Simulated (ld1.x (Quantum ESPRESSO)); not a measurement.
# What one change does to a pseudopotential (gold (Au), TM semilocal)

```
Element                 : gold
Generator               : ld1.x (Quantum ESPRESSO) 7.5
Type                    : norm-conserving Troullier–Martins (semilocal form)
Functional              : PBE
Relativity              : scalar-relativistic
Frozen core             : [Xe] 4f14
Valence charge          : 11
Reference configuration : 5d10 6s0.5 6p0.5
Partial waves           : 6s (bound): rc 2.35 bohr; 5d (bound): rc 2.10 bohr; 6p (bound): rc 3.40 bohr
Local potential         : the p channel
Core correction         : Bessel-smoothed model core, default radius (core density twice the valence density)
```

All-electron outer shells of the reference configuration (PBE, scalar-relativistic, ld1.x):

```csv
shell,level (eV),outermost node (bohr),outermost maximum (bohr)
4f,-82.28,–,0.37
5p,-60.97,0.52,0.96
5d,-8.02,0.56,1.21
6s,-6.63,1.11,2.29
6p,-1.37,1.32,3.51
```

Change: all radii but the core radius scaled by about 1.15 (s 2.70, p 3.90, d 2.40 bohr).

Cutoffs: the cutoffs (Ry, on a coarse ladder) from which the occupation-weighted sum of valence levels, in a spherical-Bessel basis at the reference potential, stays within 10 and 1 mRy of its value at 400 Ry; they do not see the model core or the augmentation charge, which bear on the density cutoff. Errors are all-electron minus pseudo energies relative to the spin-unpolarised reference configuration.

Predict the effect on cutoff, ghosts and configuration errors.

The potential gets softer (40 Ry and 60 Ry → 40 Ry and 50 Ry); of the 7 tests that both files solve, the error grows in 3 and shrinks in 2 by more than 15 % and 0.3 meV (median size 30.0 → 18.3 meV); neither file shows a bound ghost. A larger radius leaves more room for a smooth pseudo-wave, so fewer plane waves are needed. A semilocal file is local in each channel, so a ghost entry of none says nothing of the separable form that plane-wave codes build from it.

```tsv
quantity	base	changed
cutoff, loose	40 Ry	40 Ry
cutoff, tight	60 Ry	50 Ry
loose cutoff by channel (10 mRy a level)	s 8 Ry, d 35 Ry, p 6 Ry	s 8 Ry, d 30 Ry, p 6 Ry
bound ghosts	none	none
error for 5d10 6s1 6p0, meV [ΔE -2.55 eV]	0.0	+1.0
error for 5d10 6s0 6p0, meV [ΔE 6.86 eV]	-10	-9.3
error for 5d9 6s0 6p0, meV [ΔE 28.06 eV]	-30	-60
error for 5d10 6s0.5 6p0, meV [ΔE 1.22 eV]	-1.2	-1.3
error for 5d9 6s1 6p1, meV [ΔE 4.94 eV]	-41	-19
error for 5d9 6s2 6p0, meV [ΔE -0.86 eV]	-53	-18
error for 5d8 6s0 6p0, meV [ΔE 61.94 eV]	-168	-242
```
